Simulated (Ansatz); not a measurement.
Reactions of C₃H₅FS, SMILES `C=C(S)CF`.

Calculated with Ansatz (gas phase, PBE0-D4/def2-TZVP geometries, no zero-point term in ΔE). CCSD(T)/CBS is the MP2 limit (def2-TZVPP, def2-QZVPP) plus CCSD(T) − MP2 in def2-TZVPP, frozen cores. This one scheme is used for every species. For Zn outer-core shells are correlated without core-valence functions, which leaves a few kJ/mol of doubt a bond. Scalar relativity is left out up to krypton. Each species was taken in one conformer, which may not be the lowest.

(1) Order these by ΔE at CCSD(T)/CBS, lowest first. (Best estimate.)
A. `C=C(S)CF` + H₂O → `C=C(O)S` + `CF`
B. `C=C(S)CF` + `[NH2][Zn][OH]` → `[NH2][Zn][O]CF` + `C=CS`
C. `C=C(S)CF` + `O[SiH](O)F` → `O[Si](O)(F)CF` + `C=CS`

Largest T1 diagnostic: 0.017, for `[NH2][Zn][OH]`.

## Answers

(1) C (-0.7 kcal/mol), B (+3.1 kcal/mol), A (+10.4 kcal/mol).
